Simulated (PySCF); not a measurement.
C7H15, SMILES C[CH]CCCCC, multiplicity 2.

Geometry optimised at B3LYP-D3(BJ)/def2-SVP. The isomer is the one that the SMILES or the coordinates give; other isomers of the formula were not compared. One conformer was computed; it need not be the lowest.

The numbers are results of SMD-B3LYP/6-31G* run with PySCF, not measurements.

Solvation free energies are E(SMD) − E(gas) at the gas-phase geometry, for 1 M in both phases. In vacuum the dipole moment is 0.26 D.

```
solvent          ΔG(solv) (kcal/mol)  its non-electrostatic (CDS) part  dipole (D)
---------------  -------------------  --------------------------------  ----------
water                            2.5                               3.8        0.35
tetrahydrofuran                  ___                               ___         ___
toluene                         -4.6                              -4.0        0.30
```

Task: Some entries are withheld; supply them. (The exact figures need the calculation; the answer reports its results.)

Result: 
- tetrahydrofuran, ΔG(solv) (kcal/mol): -3.6
- tetrahydrofuran, its non-electrostatic (CDS) part: -2.5
- tetrahydrofuran, dipole (D): 0.33
